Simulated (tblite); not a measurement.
A geometry optimisation, step by step.

C5H14BFN2.
Numbering: `[CH2:1]=[N:2][CH2:3][C:4]([CH3:5])([CH3:6])[B@@H-:7]([NH3+:8])[F:9]` (hydrogens: H10, H11 on C1; H12, H13 on C3; H14, H15, H16 on C5; H17, H18, H19 on C6; H20 on B7; H21, H22, H23 on N8)
Bond orders are those of one Lewis drawing.

Computed with GFN2-xTB (tblite), gas phase: L-BFGS steps from a force-field or distance-geometry start until the largest atomic force falls under 0.01 eV/Å. 6 of its 249 geometries are shown.

Step 0: E = -806.8367 eV, largest atomic force 3.575 eV/Å
```
atom  x, y, z in Å  |  force x, y, z in eV/Å
C1      3.022   -0.977    0.112   -3.225   1.379  -0.692
N2      1.871   -0.514   -0.283    2.490  -1.102   0.812
C3      0.978    0.144    0.640   -0.259   0.282  -0.213
C4     -0.333    0.598   -0.093   -0.227  -0.180   0.594
C5     -1.265    1.264    0.953   -0.056   0.436   0.046
C6      0.010    1.629   -1.177    0.517   0.561  -0.111
B7     -1.098   -0.679   -0.803    0.286   1.571  -1.781
N8     -1.296   -1.869    0.162   -0.922  -1.618   1.380
F9     -2.389   -0.262   -1.317    0.561  -0.612   0.726
H10     3.660   -1.469   -0.596    0.009  -0.001  -0.097
H11     3.335   -0.876    1.143    0.339  -0.088   0.242
H12     0.722   -0.535    1.485    0.149   0.301  -0.260
H13     1.472    1.041    1.078   -0.154  -0.385  -0.154
H14    -0.770    2.163    1.379   -0.323  -0.482  -0.150
H15    -2.218    1.603    0.476    0.854  -0.426   0.368
H16    -1.508    0.581    1.797    0.132   0.384  -0.522
H17    -0.905    2.008   -1.669    0.488  -0.350   0.304
H18     0.673    1.185   -1.954   -0.531   0.281   0.664
H19     0.543    2.505   -0.725   -0.372  -0.613  -0.362
H20    -0.443   -1.054   -1.721   -0.092  -0.299  -0.143
H21    -1.910   -2.578   -0.308    0.591   0.781   0.513
H22    -0.386   -2.318    0.381   -0.749   0.499  -0.208
H23    -1.767   -1.563    1.052    0.493  -0.318  -0.956
```

Step 50: E = -807.4901 eV, largest atomic force 0.199 eV/Å
```
atom  x, y, z in Å  |  force x, y, z in eV/Å
C1      2.868   -0.982    0.086    0.035   0.002  -0.088
N2      1.619   -1.026    0.161   -0.178  -0.018  -0.076
C3      0.883    0.060    0.748    0.077  -0.048   0.032
C4     -0.318    0.574   -0.084    0.023   0.082  -0.019
C5     -1.247    1.246    0.936   -0.027   0.004   0.068
C6      0.095    1.651   -1.090    0.060   0.040  -0.087
B7     -1.088   -0.604   -0.933   -0.098  -0.039   0.006
N8     -1.203   -1.879    0.086   -0.013  -0.120   0.128
F9     -2.422   -0.272   -1.191    0.052  -0.052   0.041
H10     3.407   -1.811   -0.364   -0.159   0.065   0.101
H11     3.482   -0.149    0.448   -0.042   0.024  -0.057
H12     0.465   -0.344    1.677    0.122  -0.044   0.069
H13     1.542    0.897    1.026    0.050   0.071  -0.053
H14    -0.762    2.122    1.366   -0.057   0.079  -0.024
H15    -2.176    1.548    0.463    0.021   0.033  -0.011
H16    -1.476    0.578    1.765   -0.162  -0.051   0.013
H17    -0.771    1.879   -1.707    0.031   0.080   0.012
H18     0.878    1.293   -1.749    0.101  -0.087  -0.014
H19     0.432    2.572   -0.613    0.037  -0.042   0.076
H20    -0.553   -0.991   -1.920    0.052   0.026  -0.020
H21    -1.801   -2.602   -0.300    0.073  -0.014  -0.052
H22    -0.251   -2.200    0.249    0.075   0.007  -0.096
H23    -1.608   -1.533    0.949   -0.075   0.001   0.053
```

Step 99: E = -807.6608 eV, largest atomic force 0.030 eV/Å
```
atom  x, y, z in Å  |  force x, y, z in eV/Å
C1      2.624   -1.012   -0.095    0.023   0.005   0.009
N2      1.458   -1.061    0.357   -0.008   0.009  -0.007
C3      0.817    0.104    0.894   -0.001  -0.005   0.007
C4     -0.343    0.605   -0.013   -0.008   0.002   0.000
C5     -1.336    1.346    0.889   -0.014   0.001   0.015
C6      0.237    1.617   -1.007    0.003  -0.007  -0.007
B7     -1.087   -0.616   -0.853   -0.007   0.007  -0.020
N8     -1.018   -1.957    0.085    0.000   0.004  -0.014
F9     -2.452   -0.397   -1.030    0.009   0.014   0.020
H10     3.059   -1.910   -0.513   -0.009   0.004  -0.006
H11     3.249   -0.116   -0.088    0.005   0.011   0.000
H12     0.408   -0.195    1.864   -0.006   0.001   0.003
H13     1.533    0.923    1.059    0.004  -0.002   0.002
H14    -0.852    2.167    1.418    0.008   0.004   0.002
H15    -2.142    1.752    0.285    0.001   0.003  -0.017
H16    -1.776    0.677    1.625   -0.012  -0.016   0.023
H17    -0.548    1.957   -1.677    0.016   0.006  -0.001
H18     1.016    1.155   -1.610    0.006  -0.004   0.003
H19     0.655    2.482   -0.490   -0.003  -0.005  -0.024
H20    -0.563   -0.899   -1.888   -0.005  -0.001   0.000
H21    -1.375   -2.763   -0.414   -0.010  -0.014  -0.010
H22    -0.005   -2.025    0.285    0.009  -0.019   0.012
H23    -1.563   -1.808    0.927    0.001   0.002   0.011
```

Step 149: E = -807.6674 eV, largest atomic force 0.019 eV/Å
```
atom  x, y, z in Å  |  force x, y, z in eV/Å
C1      2.632   -0.899   -0.099    0.005  -0.002   0.000
N2      1.464   -1.038    0.334    0.010  -0.011   0.012
C3      0.762    0.059    0.931    0.003  -0.006  -0.002
C4     -0.358    0.590   -0.005   -0.002   0.005  -0.004
C5     -1.310    1.418    0.865   -0.005   0.004   0.001
C6      0.297    1.530   -1.022    0.005   0.002  -0.005
B7     -1.172   -0.615   -0.808   -0.003   0.010   0.000
N8     -0.986   -2.000    0.050    0.004   0.000  -0.004
F9     -2.552   -0.419   -0.816   -0.002   0.001   0.011
H10     3.110   -1.742   -0.580    0.005   0.003   0.004
H11     3.213    0.023   -0.019   -0.005  -0.008   0.002
H12     0.309   -0.320    1.853    0.001  -0.004   0.006
H13     1.441    0.884    1.192    0.001   0.007  -0.006
H14    -0.775    2.209    1.392   -0.002   0.000   0.004
H15    -2.070    1.871    0.236   -0.011   0.002   0.001
H16    -1.814    0.793    1.599    0.000   0.000   0.007
H17    -0.450    1.896   -1.720    0.002  -0.002   0.000
H18     1.058    1.000   -1.593    0.000  -0.001  -0.009
H19     0.761    2.385   -0.529    0.001   0.006  -0.005
H20    -0.770   -0.842   -1.908    0.001  -0.003   0.002
H21    -1.355   -2.789   -0.467   -0.001  -0.009  -0.001
H22     0.038   -2.054    0.191   -0.002   0.008  -0.004
H23    -1.478   -1.913    0.933   -0.006  -0.002  -0.009
```

Step 198: E = -807.6892 eV, largest atomic force 0.115 eV/Å
```
atom  x, y, z in Å  |  force x, y, z in eV/Å
C1      2.716   -0.835    0.166    0.007   0.012  -0.004
N2      1.481   -0.964    0.331   -0.050   0.003  -0.021
C3      0.684    0.050    0.957   -0.005  -0.030   0.041
C4     -0.419    0.588    0.005    0.017  -0.019   0.001
C5     -1.224    1.616    0.810    0.013  -0.010   0.001
C6      0.287    1.328   -1.138    0.015  -0.020   0.000
B7     -1.451   -0.571   -0.599   -0.027  -0.038  -0.050
N8     -0.829   -2.065   -0.285   -0.033   0.061  -0.037
F9     -2.676   -0.604    0.078    0.109  -0.036  -0.006
H10     3.254   -1.622   -0.345   -0.004   0.023   0.040
H11     3.297    0.024    0.508   -0.006   0.023  -0.015
H12     0.200   -0.413    1.823   -0.020  -0.034  -0.010
H13     1.307    0.883    1.324   -0.018   0.002  -0.056
H14    -0.588    2.431    1.157   -0.012   0.003   0.015
H15    -2.013    2.028    0.188    0.020   0.007  -0.013
H16    -1.695    1.146    1.670    0.013   0.003  -0.004
H17    -0.445    1.761   -1.813   -0.004   0.017   0.033
H18     0.908    0.644   -1.714    0.013   0.007   0.008
H19     0.917    2.129   -0.747    0.013  -0.006  -0.043
H20    -1.626   -0.491   -1.780   -0.010  -0.031   0.103
H21    -1.075   -2.745   -0.994   -0.015   0.040  -0.009
H22     0.200   -1.932   -0.200    0.001   0.015   0.040
H23    -1.213   -2.358    0.608   -0.017   0.007  -0.012
```

Step 248: E = -807.8234 eV, largest atomic force 0.007 eV/Å
```
atom  x, y, z in Å  |  force x, y, z in eV/Å
C1      2.689   -0.890    0.439   -0.001  -0.001   0.003
N2      1.438   -0.936    0.458    0.000   0.001  -0.002
C3      0.658    0.124    1.020   -0.001   0.000  -0.001
C4     -0.452    0.593    0.048    0.001  -0.003   0.001
C5     -1.148    1.787    0.708    0.001  -0.002   0.000
C6      0.198    1.069   -1.255   -0.001   0.000   0.001
B7     -1.554   -0.609   -0.192    0.004   0.002   0.005
N8     -0.733   -1.914   -0.751    0.000   0.004  -0.002
F9     -2.058   -1.079    1.026   -0.005  -0.003   0.001
H10     3.236   -1.713    0.000    0.002   0.001  -0.002
H11     3.278   -0.066    0.850    0.000  -0.002   0.000
H12     0.162   -0.285    1.905   -0.001   0.002  -0.004
H13     1.292    0.970    1.331    0.001  -0.002  -0.003
H14    -0.444    2.591    0.926    0.002  -0.001   0.000
H15    -1.919    2.173    0.047    0.000   0.003   0.001
H16    -1.623    1.477    1.635   -0.004   0.000   0.002
H17    -0.568    1.410   -1.946    0.000  -0.003  -0.003
H18     0.764    0.272   -1.734   -0.003  -0.002   0.000
H19     0.880    1.899   -1.066    0.002   0.000   0.000
H20    -2.438   -0.354   -0.949    0.000  -0.003  -0.003
H21    -0.676   -1.935   -1.761    0.003   0.003  -0.003
H22     0.215   -1.814   -0.322    0.001   0.003   0.002
H23    -1.202   -2.744   -0.406   -0.001   0.001   0.004
```

Problem. Summarise the path.

Solution. The energy falls by 95.21 kJ/mol from step 0 to step 248; nine tenths of that is first reached at step 208. It rises by more than 0.2 meV at steps 37, 181, 185, 188, 191, 194 and 197. The largest force goes from 3.575 to 0.007 eV/Å. Among the bonds B7–N8 changes most, from 1.545 to 1.639 Å; the atoms move by 1.136 Å rms after alignment.

Problem. Follow the three bonds and two angles with the largest change from start to end.

Solution. 
| step | E above end (kJ/mol) | largest force (eV/Å) | B7–N8 (Å) | B7–F9 (Å) | C1=N2 (Å) | N8–B7–F9 (°) | C4–B7–H20 (°) |
| --- | --- | --- | --- | --- | --- | --- | --- |
| 0 | 95.21 | 3.575 | 1.545 | 1.451 | 1.302 | 109.2 | 108.7 |
| 11 | 51.73 | 0.121 | 1.668 | 1.389 | 1.250 | 101.5 | 115.7 |
| 22 | 50.50 | 0.070 | 1.673 | 1.395 | 1.249 | 100.4 | 116.6 |
| 32 | 49.47 | 0.138 | 1.677 | 1.398 | 1.250 | 100.7 | 116.9 |
| 43 | 41.68 | 0.855 | 1.655 | 1.398 | 1.261 | 103.9 | 119.3 |
| 54 | 28.57 | 0.261 | 1.649 | 1.392 | 1.256 | 102.4 | 114.5 |
| 65 | 19.97 | 0.146 | 1.645 | 1.394 | 1.254 | 104.7 | 115.3 |
| 75 | 16.63 | 0.103 | 1.640 | 1.394 | 1.252 | 104.1 | 114.6 |
| 86 | 15.86 | 0.026 | 1.639 | 1.393 | 1.253 | 103.9 | 115.0 |
| 97 | 15.72 | 0.031 | 1.637 | 1.394 | 1.252 | 103.9 | 114.7 |
| 108 | 15.57 | 0.024 | 1.640 | 1.394 | 1.252 | 104.1 | 114.8 |
| 119 | 15.43 | 0.023 | 1.639 | 1.394 | 1.253 | 103.7 | 114.6 |
| 129 | 15.25 | 0.024 | 1.639 | 1.394 | 1.253 | 103.8 | 114.8 |
| 140 | 15.09 | 0.020 | 1.639 | 1.394 | 1.253 | 103.5 | 114.7 |
| 151 | 15.04 | 0.020 | 1.639 | 1.394 | 1.253 | 103.6 | 114.7 |
| 162 | 14.96 | 0.021 | 1.640 | 1.394 | 1.253 | 103.3 | 114.7 |
| 173 | 14.88 | 0.020 | 1.641 | 1.395 | 1.253 | 103.1 | 114.6 |
| 183 | 14.56 | 0.039 | 1.642 | 1.396 | 1.254 | 102.9 | 114.5 |
| 194 | 13.97 | 0.448 | 1.657 | 1.413 | 1.257 | 102.5 | 113.7 |
| 205 | 10.60 | 0.119 | 1.647 | 1.403 | 1.251 | 102.1 | 113.7 |
| 216 | 2.84 | 0.215 | 1.638 | 1.408 | 1.255 | 101.3 | 115.5 |
| 226 | 0.73 | 0.072 | 1.643 | 1.401 | 1.253 | 101.8 | 115.7 |
| 237 | 0.11 | 0.028 | 1.641 | 1.400 | 1.252 | 102.1 | 116.0 |
| 248 | 0.00 | 0.007 | 1.639 | 1.400 | 1.253 | 102.1 | 115.6 |

What follows is the cost of the whole relaxation. Hardware: Arm Neoverse N1, one thread (shared host). Cost: 3.4 s.
